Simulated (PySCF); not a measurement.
Basis-set dependence of population analyses: `CN[Si@H](C)F`

C2H8FNSi.
SMILES with atom numbers: `[CH3:1][NH:2][Si@H:3]([CH3:4])[F:5]` (hydrogens: H6, H7, H8 on C1; H9 on N2; H10 on Si3; H11, H12, H13 on C4)

PBE0 throughout (PySCF), one geometry, spherical d and f functions. Isolated species at its PBE0-D3(BJ)/def2-SVP geometry (one conformer only). Atoms taken as equivalent share a column and are averaged. The first 7 of 9 kinds of atom are listed.

Mulliken charges (e):

```tsv
basis	functions	C1	N2	Si3	C4	F5	H6/H7/H8	H9
STO-3G	37	-0.151	-0.518	+0.879	-0.419	-0.264	+0.073	+0.170
6-31G	65	-0.296	-0.904	+1.192	-0.862	-0.461	+0.173	+0.347
pcSseg-0	65	-0.390	-1.067	+1.507	-1.248	-0.497	+0.226	+0.340
6-31G*	90	-0.365	-0.724	+0.920	-0.796	-0.411	+0.177	+0.352
cc-pVDZ	114	+0.011	-0.347	+0.604	-0.287	-0.333	+0.046	+0.113
def2-SVP	114	+0.056	-0.471	+0.772	-0.383	-0.365	+0.041	+0.150
6-311+G(2d,p)	191	-0.371	-0.666	+1.237	-0.792	-0.471	+0.138	+0.228
aug-cc-pVDZ	191	+0.814	-0.386	+1.032	+0.499	-0.666	-0.198	-0.204
def2-TZVP	209	-0.272	-0.424	+0.605	-0.527	-0.346	+0.125	+0.219
IGLO-III	264	-0.354	-0.443	+1.187	-0.658	-0.508	+0.116	+0.191
cc-pVTZ	266	-0.194	-0.247	+0.506	-0.409	-0.313	+0.092	+0.131
```

IAO charges (e):

```
        basis  functions      C1      N2     Si3      C4      F5  H6/H7/H8      H9
       STO-3G         37  -0.311  -0.564  +1.084  -0.662  -0.378    +0.123  +0.194
        6-31G         65  -0.317  -0.641  +1.143  -0.746  -0.531    +0.144  +0.268
     pcSseg-0         65  -0.300  -0.645  +1.174  -0.755  -0.516    +0.138  +0.258
       6-31G*         90  -0.290  -0.669  +1.264  -0.747  -0.546    +0.134  +0.262
      cc-pVDZ        114  -0.289  -0.662  +1.252  -0.743  -0.544    +0.133  +0.262
     def2-SVP        114  -0.280  -0.660  +1.267  -0.738  -0.543    +0.130  +0.258
6-311+G(2d,p)        191  -0.302  -0.690  +1.292  -0.767  -0.560    +0.140  +0.272
  aug-cc-pVDZ        191  -0.299  -0.679  +1.263  -0.756  -0.557    +0.139  +0.271
    def2-TZVP        209  -0.300  -0.691  +1.308  -0.771  -0.561    +0.138  +0.270
     IGLO-III        264  -0.302  -0.693  +1.304  -0.771  -0.561    +0.139  +0.272
      cc-pVTZ        266  -0.301  -0.686  +1.295  -0.769  -0.558    +0.138  +0.270
```

Hirshfeld charges (e):

```csv
basis,functions,C1,N2,Si3,C4,F5,H6/H7/H8,H9
STO-3G,37,+0.018,-0.285,+0.528,-0.134,-0.189,+0.009,+0.089
6-31G,65,-0.044,-0.251,+0.445,-0.197,-0.259,+0.039,+0.121
pcSseg-0,65,-0.053,-0.238,+0.475,-0.201,-0.250,+0.037,+0.116
6-31G*,90,-0.046,-0.240,+0.407,-0.197,-0.226,+0.038,+0.124
cc-pVDZ,114,-0.059,-0.231,+0.429,-0.209,-0.223,+0.038,+0.122
def2-SVP,114,-0.061,-0.232,+0.438,-0.212,-0.225,+0.039,+0.122
"6-311+G(2d,p)",191,-0.064,-0.250,+0.453,-0.212,-0.238,+0.042,+0.121
aug-cc-pVDZ,191,-0.070,-0.251,+0.458,-0.222,-0.236,+0.043,+0.121
def2-TZVP,209,-0.066,-0.246,+0.442,-0.216,-0.228,+0.042,+0.124
IGLO-III,264,-0.071,-0.246,+0.444,-0.218,-0.227,+0.043,+0.122
cc-pVTZ,266,-0.067,-0.243,+0.441,-0.217,-0.225,+0.042,+0.123
```

Some averages cover members that differ in this geometry, most widely: H6/H7/H8, Mulliken in aug-cc-pVDZ -0.273 to -0.133; H6/H7/H8, Mulliken in IGLO-III +0.099 to +0.126 e.

Question: Which scheme is steadiest as the basis changes?

Answer: Largest range over the bases for any column: Hirshfeld 0.12 e, IAO 0.22 e, Mulliken 1.75 e. Hirshfeld charges move least and Mulliken charges most, counted in e. Without the minimal STO-3G basis the ranges are Hirshfeld 0.07, IAO 0.17, Mulliken 1.75 e.

Question: How much do the charges still move between the two largest bases, IGLO-III and cc-pVTZ?

Answer: At most, over all atoms: Mulliken 0.681 e, IAO 0.008 e, Hirshfeld 0.005 e.

Question: What do the same runs give for the total energy, the frontier levels and the dipole moment?

Answer: 
| basis | energy (Eh) | HOMO (eV) | LUMO (eV) | μ (D) |
| --- | --- | --- | --- | --- |
| STO-3G | -518.3353 | -3.48 | 7.94 | 0.76 |
| 6-31G | -524.7002 | -6.90 | 1.90 | 2.49 |
| pcSseg-0 | -523.9436 | -6.99 | 1.78 | 2.27 |
| 6-31G* | -524.8004 | -6.87 | 2.01 | 2.01 |
| cc-pVDZ | -524.8244 | -6.91 | 1.60 | 2.11 |
| def2-SVP | -524.5582 | -6.98 | 1.55 | 2.06 |
| 6-311+G(2d,p) | -524.9166 | -7.15 | 0.10 | 2.13 |
| aug-cc-pVDZ | -524.8500 | -7.11 | -0.17 | 2.09 |
| def2-TZVP | -524.9427 | -7.13 | 0.99 | 2.06 |
| IGLO-III | -524.9486 | -7.13 | 0.54 | 2.06 |
| cc-pVTZ | -524.9327 | -7.08 | 1.00 | 2.03 |

The dipole is fixed by the density alone, so its range of 1.73 D shows that the density itself changes with the basis, not only its division among atoms.
